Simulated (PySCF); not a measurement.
Compound: C6H10N2.
Structure used (GFN2-xTB), in Å, numbered top down from 1:
```xyz
18
C6H10N2 angstrom
C     -2.7301    0.3975   -0.4979
C     -1.8799   -0.7879   -0.0451
N     -0.4958   -0.4254    0.0906
C      0.4243   -0.3067   -0.8899
C      1.6028    0.0973   -0.3005
C      2.9169    0.3611   -0.9492
C      1.2753    0.2030    1.0624
N      0.0127   -0.1132    1.2768
H     -2.6434    1.2107    0.2181
H     -2.4012    0.7542   -1.4714
H     -3.7734    0.1021   -0.5687
H     -2.2148   -1.1361    0.9344
H     -1.9614   -1.6073   -0.7659
H      0.1886   -0.5212   -1.9131
H      3.1624    1.4220   -0.8993
H      3.7078   -0.1906   -0.4432
H      2.8919    0.0597   -1.9939
H      1.9086    0.4871    1.8793
```

A PySCF run (density fitting, gas phase, GFN2-xTB geometry) gave HOMO -6.68 eV, LUMO 0.49 eV, dipole 2.29 D and E = -343.513 Eh.

Problem. Which of these levels was it?
A. PBE0/pcSseg-1
B. PBE0/def2-SVPD
C. PBE0/ANO-RCC-VDZP

Solution. B. It is PBE0/def2-SVPD. All candidates on this geometry:

| level and settings | kind | basis functions | SCF cycles | E (Eh) | HOMO (eV) | LUMO (eV) | dipole (D) |
| --- | --- | --- | --- | --- | --- | --- | --- |
| PBE0/ANO-RCC-VDZP, fitting basis def2-universal-jkfit, start guess huckel | global hybrid | 162 | 14 | -343.8391 | -6.50 | 0.39 | 2.26 |
| PBE0/def2-SVPD | global hybrid | 240 | 14 | -343.5134 | -6.68 | 0.49 | 2.29 |
| PBE0/pcSseg-1 | global hybrid | 186 | 14 | -343.6991 | -6.64 | 0.69 | 2.28 |

The nearest other candidate, by the summed differences of HOMO and LUMO, is PBE0/pcSseg-1: its HOMO differs by +0.04 eV and its LUMO by +0.20 eV. Cycle counts include a coarse-grid stage where the run had one. ANO-RCC sets were contracted for a scalar-relativistic Hamiltonian, but ran non-relativistically here.
